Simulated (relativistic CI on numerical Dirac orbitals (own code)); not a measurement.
## Hyperfine structure of Zn18+, mass number 67

Calculated at this level of theory: Dirac-Coulomb-Breit CI, orbitals from a KLI potential per configuration, model QED, unscaled Slater integrals (own radial code, finite nucleus).

Configuration list (outside the closed core [Ne]): 3s2, 3s 3p, 3p2, 3s 3d, 3d2, 3p 3d, 3p 4s, 3d 4s, 3s 4s, 3s 4p, 3s 4d, 3s 4f, 3s 5s, 3s 5p, 3s 5d, 4s2. Levels of other configurations are missing.

Nuclear spin I = 5/2, μ = 0.87485 μN, Q = 0.122 b (tables of Stone and Pyykkö). The electronic factors are computed for point nuclear moments, without core polarisation or the Bohr-Weisskopf and QED corrections.

```tsv
Level	E (cm⁻¹)	A (MHz)	B (MHz)
3s 3p 3P°_1	305164	25370	-980
3s 3p 3P°_2	335286	16230	1990
3s 3p 1P°_1	458372	411.2	1930
3p2 1D_2	721828	5712	2160
3p2 3P_1	728136	-310.8	991
3p2 3P_2	764456	2819	-940
3s 3d 3D_1	870134	-12220	148
3s 3d 3D_2	872626	5867	213
```

Levels with J = 0, under 50 % of one LS term, or S terms without an open s electron are left out. Small factors come from cancelling terms and can be off by tens of per cent or more.

At this charge energies of transitions that change n are usually good to better than 1 %, and those within a shell (Δn = 0) to a few per cent.

Give the hyperfine levels of 3s 3p 3P°_1 relative to its centre of gravity.

With K = F(F + 1) − I(I + 1) − J(J + 1), E = AK/2 + B[¾K(K + 1) − I(I + 1)J(J + 1)]/[2I(2I − 1)J(2J − 1)]: F = 3/2: -89480, F = 5/2: -24590, F = 7/2: 63180 MHz.

LS names give the leading component of a level, which can be under half, so a name can repeat, a term be missing and a line seem to break the LS rules.
